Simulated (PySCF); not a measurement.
input.py for GeB⁻

Input:

```python
from pyscf import gto, scf

mol = gto.M(
    atom='Ge 0 0 0; B 0 0 2.386',
    basis='jorge-dzp',
    charge=-1,
    spin=2,
    verbose=3,
)
mf = scf.UHF(mol)
mf.kernel()
mf.nuc_grad_method().kernel()
mf.dip_moment()
print('orbital energies (hartree):', [e[max(0, n-3):n+3].round(4) for e, n in zip(mf.mo_energy, mol.nelec)])
```

```bash
$ OMP_NUM_THREADS=1 python input.py
```

The log (some set-up lines and the per-cycle HOMO/LUMO lines with their warnings removed):

```
converged SCF energy = -2099.80845504414  <S^2> = 2.0277938  2S+1 = 3.0184723
--------------- UHF gradients ---------------
         x                y                z
0 Ge    -0.0000000000    -0.0000000000    -0.0599659227
1 B     0.0000000000     0.0000000000     0.0599659227
----------------------------------------------

WARN: System has nonzero charge -1; the dipole moment is origin-dependent.
Location of origin: [0. 0. 0.]

Dipole moment(X, Y, Z, Debye):  0.00000,  0.00000, -5.11211
orbital energies (hartree): [array([-0.1063, -0.0571, -0.0224,  0.247 ,  0.2493,  0.3474]), array([-0.3436, -0.1874, -0.0032,  0.2342,  0.2365,  0.2689])]
```

In short: E(SCF) = -2099.808455 Eh, ⟨S²⟩ = 2.028, gradient on the second atom 0.0600 Eh/bohr.

It ran on Arm Neoverse V2 (1 thread, shared host) in 2.2 s.

At this level a UHF run with spin=4 ends 0.56 eV lower; the true order of the states can differ. The basis has no diffuse functions, which an anion needs. The bond length is a typed value, not an optimised one. The dipole of an ion depends on the origin. No search for the lowest solution was made.
